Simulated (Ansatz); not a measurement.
The cluster Te4As⁺, relaxed as a singlet with RKS PBE-D4/def2-SVP in Ansatz, starting from the GFN1-xTB geometry. Force threshold 0.02 eV/Å.

In the def2 sets Te takes a core potential; there is no spin–orbit coupling. The structure comes from a short search, and lower isomers may exist.

Start:

```xyz
5

As   -1.212   -0.148    0.979
Te   -0.431   -2.115   -0.427
Te    0.838    0.966    1.996
Te   -0.051    1.660   -0.492
Te    0.857   -0.363   -2.056
```

```tsv
step	energy (eV)	largest force component (eV/Å)	SCF passes
1	-89993.6358	1.377	19
2	-89993.6805	0.941	29
3	-89993.8206	0.526	29
4	-89993.8590	0.162	30
5	-89993.8692	0.086	23
6	-89993.8700	0.020	24
```

Force components are those of the run's own axes.

End:

Cartesian coordinates in Å:
```
As -1.288 -0.148 1.032
Te -0.410 -2.168 -0.466
Te 0.849 1.029 2.072
Te -0.010 1.687 -0.476
Te 0.859 -0.399 -2.161
```

By distances, no bond broke or formed. The bond that changes most is As1–Te2, from 2.54 to 2.66 Å (atoms count from 1).

No frequencies were taken in this run, so the end may be a saddle point.

Hardware: 4 threads of Arm Neoverse V2 on a shared host. Wall time 9 s.
